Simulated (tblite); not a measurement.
CH2Cl2F4Ga2.
Bonds: F1–C2, C2–F3, C2–F4, C2–Ga5, Ga5–F6, Ga5–Cl7, Cl7–Ga8, Ga8–Cl9, Ga5–Cl9. Hydrogens: H10, H11 on Ga8.

Computed with GFN2-xTB (tblite), gas phase: L-BFGS steps from a force-field or distance-geometry start until the largest atomic force falls under 0.01 eV/Å.

Step 39: E = -920.3485 eV
```
atom  x, y, z in Å  |  force x, y, z in eV/Å
F1     -1.5845   -1.6870    0.5477    0.027   0.025  -0.050
C2     -2.0085   -0.4587    0.2028   -0.038  -0.027   0.058
F3     -2.8885   -0.6112   -0.7976   -0.013  -0.007  -0.014
F4     -2.6876    0.0202    1.2618   -0.024   0.038  -0.001
Ga5    -0.5010    0.8261   -0.2638    0.006   0.065   0.015
F6     -1.0338    2.4711   -0.5573    0.004  -0.077   0.015
Cl7     1.1352    0.7277    1.3108    0.013  -0.010  -0.006
Ga8     2.4672   -0.2589   -0.2714   -0.017   0.010   0.025
Cl9     0.8816    0.0840   -1.8935    0.015  -0.027  -0.026
H10     3.6750    0.6666   -0.5595    0.010  -0.014   0.000
H11     2.5504   -1.7773    0.0339    0.018   0.024  -0.016
```

Step 40: E = -920.3492 eV
```
atom  x, y, z in Å  |  force x, y, z in eV/Å
F1     -1.6019   -1.6902    0.5455    0.023   0.033  -0.067
C2     -2.0138   -0.4564    0.2032   -0.040  -0.045   0.078
F3     -2.8876   -0.5967   -0.8055    0.000  -0.010  -0.002
F4     -2.6980    0.0199    1.2600   -0.017   0.048  -0.016
Ga5    -0.4959    0.8184   -0.2586   -0.004   0.041   0.046
F6     -1.0312    2.4600   -0.5504   -0.002  -0.043   0.007
Cl7     1.1460    0.7303    1.3142    0.000  -0.014  -0.022
Ga8     2.4718   -0.2558   -0.2737   -0.008   0.008   0.035
Cl9     0.8770    0.0699   -1.8890    0.021  -0.030  -0.037
H10     3.6731    0.6759   -0.5696    0.009  -0.016  -0.003
H11     2.5659   -1.7726    0.0380    0.017   0.027  -0.018
```

**Question.** Estimate the geometry and energy of step 41. (The exact step hangs on the optimiser's Hessian estimate; all steps are aligned on step 40, rigid shifts and turns removed.)

**Answer.** E = -920.3498 eV, largest force 0.078 eV/Å
```
atom  x, y, z in Å  |  force x, y, z in eV/Å
F1     -1.6170   -1.6926    0.5423    0.015   0.030  -0.066
C2     -2.0192   -0.4546    0.2045   -0.027  -0.035   0.064
F3     -2.8867   -0.5837   -0.8125    0.013  -0.010   0.016
F4     -2.7080    0.0206    1.2582   -0.013   0.044  -0.023
Ga5    -0.4912    0.8121   -0.2532   -0.014  -0.007   0.067
F6     -1.0292    2.4488   -0.5439   -0.013   0.007  -0.003
Cl7     1.1561    0.7325    1.3169   -0.012  -0.015  -0.030
Ga8     2.4756   -0.2527   -0.2752    0.005   0.006   0.035
Cl9     0.8732    0.0562   -1.8857    0.024  -0.029  -0.038
H10     3.6715    0.6840   -0.5785    0.007  -0.017  -0.005
H11     2.5804   -1.7679    0.0410    0.016   0.026  -0.018
```

The energy changes by -0.0006 eV. The first-order estimate −F·Δx gives -0.0009 eV and the mean of the old and new forces, exact on a quadratic surface, -0.0006 eV. The step makes an angle of 83° with the force vector and moves no atom by more than 0.016 Å.

The cost below is that of the whole relaxation. The run took 0.6 s of wall time on one thread, Arm Neoverse V1 (aarch64), on a shared host.
